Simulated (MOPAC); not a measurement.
Input file for MOPAC: PM3 on CH4Te (SMILES C[TeH]), a point of a bond scan (R = 5.322 Å).

```
PM3 1SCF PRECISE CHARGE=0 THREADS=1
CH4Te

Te     0.01201175 1     0.23527703 1     0.23177528 1
H     -1.12402703 1     3.84975018 1    -3.50632488 1
C     -0.03051731 1    -1.41897587 1    -1.16612883 1
H      0.73152202 1    -1.27549848 1    -1.92532285 1
H     -1.01819392 1    -1.49803416 1    -1.60874601 1
H      0.18816506 1    -2.31181771 1    -0.58509181 1
```

The log:

```
*******************************************************************************
 **                                                                           **
 **                              MOPAC v23.2.5                                **
 **                                                                           **
 *******************************************************************************
 ** MOPAC's Digital Object Identifier: https://doi.org/10.5281/zenodo.6511958 **
 **                                                                           **
 ** Please cite the open-source release paper for use of this MOPAC version:  **
 ** J. E. Moussa and J. J. P. Stewart (2026)                                  **
 ** MOPAC: An open-source semiempirical molecular orbital program             **
 ** J. Open Source Softw., 11(119), 8025, https://doi.org/10.21105/joss.08025 **
 *******************************************************************************

                              PM3 CALCULATION RESULTS

 *******************************************************************************
 *  PM3        - The PM3 Hamiltonian to be used
 *
 *
 *
 *                 CHARGE ON SYSTEM = 0
 *
 *
 *
 *  PRECISE    - TIGHTER CRITERIA TO BE USED
 *  1SCF       - DO 1 SCF AND THEN STOP
 *  THREADS=1  - MULTI-THREADING NOT USED
 *  T=         - A TIME OF 172800.0 SECONDS REQUESTED
 *  DUMP=N     - RESTART FILE WRITTEN EVERY 7200.0 SECONDS REQUESTED
 *******************************************************************************
PM3 1SCF PRECISE CHARGE=0 THREADS=1
 CH4Te

   ATOM   CHEMICAL          X               Y               Z
  NUMBER   SYMBOL      (ANGSTROMS)     (ANGSTROMS)     (ANGSTROMS)

     1      Te          0.01201175  *   0.23527703  *   0.23177528  *
     2       H         -1.12402703  *   3.84975018  *  -3.50632488  *
     3       C         -0.03051731  *  -1.41897587  *  -1.16612883  *
     4       H          0.73152202  *  -1.27549848  *  -1.92532285  *
     5       H         -1.01819392  *  -1.49803416  *  -1.60874601  *
     6       H          0.18816506  *  -2.31181771  *  -0.58509181  *



          CARTESIAN COORDINATES

    NO.       ATOM           X           Y           Z

     1        Te          0.0120      0.2353      0.2318
     2         H         -1.1240      3.8498     -3.5063
     3         C         -0.0305     -1.4190     -1.1661
     4         H          0.7315     -1.2755     -1.9253
     5         H         -1.0182     -1.4980     -1.6087
     6         H          0.1882     -2.3118     -0.5851

  H: (PM3): J. J. P. STEWART, J. COMP. CHEM. 10, 209 (1989).
  C: (PM3): J. J. P. STEWART, J. COMP. CHEM. 10, 209 (1989).
 Te: (PM3): J. J. P. STEWART, J. COMP. CHEM. 12, 320-341 (1991).

           Empirical Formula: C H4 Te  =     6 atoms



      MOLECULAR POINT GROUP   :   Cs


      RHF CALCULATION, NO. OF DOUBLY OCCUPIED LEVELS = 7



 ALL CONVERGERS ARE NOW FORCED ON
 SHIFT=10, PULAY ON, CAMP-KING ON
 AND ITERATION COUNTER RESET



 -------------------------------------------------------------------------------
 PM3 1SCF PRECISE CHARGE=0 THREADS=1
 CH4Te



     1SCF WAS SPECIFIED, SO BFGS WAS NOT USED
     SCF FIELD WAS ACHIEVED


                              PM3 CALCULATION
                                                       MOPAC v23.2.5 Linux




          FINAL HEAT OF FORMATION =        173.49505 KCAL/MOL =     725.90329 KJ/MOL


          COSMO AREA              =        118.37 SQUARE ANGSTROMS
          COSMO VOLUME            =         91.91 CUBIC ANGSTROMS

          IONIZATION POTENTIAL    =          7.602473 EV
          HOMO LUMO ENERGIES (EV) =         -7.602 -4.776
          NO. OF FILLED LEVELS    =          7
          MOLECULAR WEIGHT        =        143.6426         POINT GROUP:  Cs

          MOLECULAR DIMENSIONS (Angstroms)

            Atom       Atom       Distance
            H     6    H     2     6.94409
           Te     1    H     4     2.67009
           Te     1    H     5     1.68809


          SCF CALCULATIONS        =          1





   ATOM   CHEMICAL          X               Y               Z
  NUMBER   SYMBOL      (ANGSTROMS)     (ANGSTROMS)     (ANGSTROMS)

     1      Te          0.01201175  *   0.23527703  *   0.23177528  *
     2       H         -1.12402703  *   3.84975018  *  -3.50632488  *
     3       C         -0.03051731  *  -1.41897587  *  -1.16612883  *
     4       H          0.73152202  *  -1.27549848  *  -1.92532285  *
     5       H         -1.01819392  *  -1.49803416  *  -1.60874601  *
     6       H          0.18816506  *  -2.31181771  *  -0.58509181  *

                             CARTESIAN COORDINATES

   1   Te        0.012011750     0.235277030     0.231775280
   2    H       -1.124027030     3.849750180    -3.506324880
   3    C       -0.030517310    -1.418975870    -1.166128830
   4    H        0.731522020    -1.275498480    -1.925322850
   5    H       -1.018193920    -1.498034160    -1.608746010
   6    H        0.188165060    -2.311817710    -0.585091810


           Empirical Formula: C H4 Te  =     6 atoms



      MOLECULAR POINT GROUP   :   Cs


                  EIGENVALUES
 -28.90528 -14.31869 -14.17101 -11.28690  -9.73019  -8.78596  -7.60247  -4.77644
  -0.36450   4.11574   4.28140   4.39324


              NET ATOMIC CHARGES AND DIPOLE CONTRIBUTIONS

  ATOM NO.   TYPE          CHARGE      No. of ELECS.   s-Pop       p-Pop
    1         Te          -0.002111        6.0021     1.98204     4.02007
    2          H           0.077706        0.9223     0.92229
    3          C          -0.263931        4.2639     1.16079     3.10314
    4          H           0.060916        0.9391     0.93908
    5          H           0.060919        0.9391     0.93908
    6          H           0.066501        0.9335     0.93350
 DIPOLE           X         Y         Z       TOTAL
 POINT-CHG.    -0.405     1.683    -1.054     2.027
 HYBRID        -0.007    -0.338    -0.278     0.437
 SUM           -0.412     1.346    -1.332     1.938


          ATOMIC ORBITAL ELECTRON POPULATIONS

     Atom    s        px        py        pz
    1 Te   1.98204   1.95819   0.98769   1.07419
    2  H   0.92229
    3  C   1.16079   1.03309   1.03808   1.03196
    4  H   0.93908
    5  H   0.93908
    6  H   0.93350

 **********************
 *                    *
 * JOB ENDED NORMALLY *
 *                    *
 **********************




 == MOPAC DONE ==
```

The run finished.

Cost: very roughly 0.10 core-seconds.
